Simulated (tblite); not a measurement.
C6H10O2S.
Geometry (GFN2-xTB, Å), atoms numbered from 1 in this order:
```
atom  x, y, z in Å
C1    -0.9159    1.2119    1.1486
C2    -1.0359    0.4122    0.0910
C3    -2.3448   -0.2359   -0.2654
C4     0.0889    0.1253   -0.7889
C5     0.0387   -0.3456   -2.0261
S6     1.7678    0.3564   -0.1316
C7     1.8450   -0.8352    1.2429
O8     1.9423    1.6822    0.4003
O9     2.7060   -0.0736   -1.1332
H10   -1.7604    1.4210    1.7837
H11    0.0072    1.7106    1.3812
H12   -2.2203   -1.3104   -0.3867
H13   -2.7219    0.1686   -1.2030
H14   -3.0828   -0.0494    0.5095
H15   -0.8818   -0.5430   -2.5493
H16    0.9599   -0.5212   -2.5546
H17    2.7858   -0.6837    1.7571
H18    1.0101   -0.6549    1.9071
H19    1.8024   -1.8259    0.8100
```

Calculated harmonic vibrations of the isolated species, GFN2-xTB (tblite), most abundant isotopes, no scaling. This tight-binding method is rough: wavenumbers can miss measured ones by several per cent, in bad cases by 10 to 20. One conformer, not necessarily the lowest.

Harmonic wavenumbers (cm⁻¹): 41.9, 66.5, 116.6, 152.0, 172.5, 199.4, 266.2, 294.5, 295.5, 322.9, 352.9, 430.3, 457.8, 496.9, 560.3, 619.0, 652.3, 718.5, 755.0, 838.6, 857.8, 861.3, 915.4, 918.6, 963.5, 1009.4, 1039.8, 1084.1, 1122.1, 1241.5, 1264.1, 1274.6, 1381.0, 1390.1, 1410.4, 1425.1, 1432.3, 1475.5, 1485.6, 1668.8, 1677.2, 3016.7, 3027.8, 3055.7, 3065.3, 3083.1, 3089.5, 3100.1, 3109.8, 3136.2, 3161.2.

A = 2288, B = 1134, C = 945.9 MHz; mass 146.040 u (most abundant isotopes); point group C1, symmetry number 1.

Zero-point energy?

½Σν̃ = 32277 cm⁻¹ = 386.12 kJ/mol.

Entropy at 200 K, 1 bar (ideal gas, RRHO, classical rotation)?

Translation 162.71, rotation 117.45, vibration 87.45: S = 367.6 J/(mol K).

And Cp and H(200 K) − H(0)?

Cp = 131.63 J/(mol K), of which vibrations give 98.37 (their classical limit is 51 R = 424.0); H(200 K) − H(0) = 16.37 kJ/mol without the zero-point energy, 9.72 from vibrations.

How do the functions run with temperature in this model?

| T (K) | S (J/(mol K)) | Cp (J/(mol K)) | H − H(0) (kJ/mol) | G − H(0) (kJ/mol) | ln q(vib) |
| --- | --- | --- | --- | --- | --- |
| 100 | 294.7 | 83.0 | 5.57 | -23.90 | 1.82 |
| 300 | 429.5 | 176.2 | 31.78 | -97.07 | 7.60 |
| 500 | 537.8 | 249.7 | 74.80 | -194.09 | 13.33 |
| 800 | 671.5 | 318.4 | 160.97 | -376.24 | 21.32 |
| 1000 | 745.9 | 348.3 | 227.79 | -518.15 | 26.19 |

q(vib) and H(0) count from the zero-point level.

What must be added to the electronic energy to get the Gibbs energy at 200 K and 1 bar?

ZPE + [H(200 K) − H(0)] − T·S = 386.12 + 16.37 − 73.52 = 328.97 kJ/mol.

Hindered rotation and anharmonicity are outside this model. Other conformers, if any are populated, would add a mixing term that is left out. The structure is chiral; the term R ln 2 for an equal mix with its mirror image is left out.
